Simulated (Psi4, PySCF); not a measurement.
The PySCF input:
```python
from pyscf import gto, scf, mp

mol = gto.M(
    atom='''
Si   -0.90600000    0.10350000   -0.02030000
C     0.97630000   -0.11150000    0.02190000
H    -1.47950000   -0.79850000   -1.02150000
H    -1.23290000    1.48800000   -0.36840000
H    -1.46450000   -0.21230000    1.29620000
H     1.25200000   -1.13100000    0.27800000
H     1.43280000    0.54590000    0.75700000
H     1.42180000    0.11590000   -0.94280000
''',
    basis='6-31g**',
    charge=-1,
    spin=1,
    verbose=4,
)

mf = scf.UHF(mol)
mf.kernel()

pt = mp.MP2(mf, frozen=6)
pt.kernel()
print('E(MP2) = %.10f' % pt.e_tot)
```

Convert this to an input for Psi4.

Several could match; the one computed here: 
```
memory 2 GB

molecule {
-1 2
Si   -0.90600000    0.10350000   -0.02030000
C     0.97630000   -0.11150000    0.02190000
H    -1.47950000   -0.79850000   -1.02150000
H    -1.23290000    1.48800000   -0.36840000
H    -1.46450000   -0.21230000    1.29620000
H     1.25200000   -1.13100000    0.27800000
H     1.43280000    0.54590000    0.75700000
H     1.42180000    0.11590000   -0.94280000
}

set {
  basis 6-31g**
  reference uhf
  freeze_core true
  mp2_type conv
  scf_type pk
  puream true
  d_convergence 1e-8
}

energy('mp2')
print_variables()
```

Both were run: PySCF gave -330.396498 Eh and Psi4 -330.396498 Eh, 0.000 mEh apart.
